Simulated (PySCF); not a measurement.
# Worked example: chemical shift, span and skew from a shielding tensor

Al(H)(Br)(vinyl) (C2H4AlBr), SMILES [Br][AlH][CH]=C. Atoms are numbered in the order given.

```xyz
8

Al    -0.6412     0.6426     0.0000
H     -2.2006     0.8782     0.0000
Br     0.1284    -1.4916     0.0000
C      0.6070     2.1256     0.0000
C      0.1397     3.3908     0.0000
H      1.6976     1.9921     0.0000
H      0.7987     4.2687     0.0000
H     -0.9351     3.6153     0.0000
```

Coordinates come from a TPSSh-D3(BJ)/def2-SVP optimisation. The structure was generated by enumeration; whether it is a known compound was not checked. The values are those of a single conformer.

GIAO shieldings from PBE/pcSseg-1 (PySCF), non-relativistic, no solvent. The symmetric part of the tensor of C5 has the principal values -102.6, 20.4, 158.5 ppm. The same nucleus in TMS has σ = 182.0 ppm at this level (PySCF, at its B3LYP-D3(BJ)/def2-TZVP geometry). Without spin–orbit terms, shifts of atoms bonded to Cl or Br come out too high.

Problem. Work out the isotropic shielding, the ¹³C shift against TMS, the span and the skew.

Solution. 
σ(iso) = (σ11 + σ22 + σ33)/3 = 25.4 ppm. δ = σ(ref) − σ(iso) = 182.0 − (25.4) = 156.6 ppm.
Span Ω = σ33 − σ11 = 261.1 ppm. Skew κ = 3(σ(iso) − σ22)/Ω = 0.06. Tumbling in solution averages the tensor to δ; in a static solid the shielding alone would spread this spin-1/2 line over Ω.
